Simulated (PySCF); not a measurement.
Isomers of C7H14Si, from PBE0-D3(BJ)/def2-SVP geometry optimisation, gas phase (PySCF 2.14.0). One conformer each, no zero-point energy, no frequencies.

Question: Which isomer lies lowest at this level?
A. `[CH3:1][CH:2]([CH3:3])[C@@H:4]1[CH:5]=[CH:6][CH2:7][SiH2:8]1` with C1–C2–C4–C5 -175°: A = 2728, B = 1273, C = 1085 MHz, dipole 0.46 D
B. `[CH3:1][CH:2]([CH3:3])[SiH:4]1[CH2:5][CH:6]=[CH:7][CH2:8]1` with C1–C2–Si4–C5 -171°: A = 3127, B = 1123, C = 909.1 MHz, dipole 0.60 D
C. `[CH2:1]=[CH:2][CH2:3][C@H:4]1[CH2:5][CH2:6][SiH2:7][CH2:8]1` with C1–C2–C3–C4 120°, C2–C3–C4–C5 175°, C3–C4–C5–C6 176°, C4–C5–C6–Si7 -37°, C5–C6–Si7–C8 13°, C6–Si7–C8–C4 13°: A = 3616, B = 903.2, C = 769.8 MHz, dipole 0.70 D

Answer: B. That is `CC(C)[SiH]1CC=CC1`, 5.4 kcal/mol below the next.

| SMILES | mapped SMILES | E (Eh) | relative (kcal/mol) | relative (kJ/mol) | dipole (D) |
| --- | --- | --- | --- | --- | --- |
| CC(C)[SiH]1CC=CC1 | [CH3:1][CH:2]([CH3:3])[SiH:4]1[CH2:5][CH:6]=[CH:7][CH2:8]1 | -563.93769 | 0.0 | 0.0 | 0.60 |
| CC(C)[C@@H]1C=CC[SiH2]1 | [CH3:1][CH:2]([CH3:3])[C@@H:4]1[CH:5]=[CH:6][CH2:7][SiH2:8]1 | -563.92909 | 5.4 | 22.6 | 0.46 |
| C=CC[C@H]1CC[SiH2]C1 | [CH2:1]=[CH:2][CH2:3][C@H:4]1[CH2:5][CH2:6][SiH2:7][CH2:8]1 | -563.92313 | 9.1 | 38.2 | 0.70 |
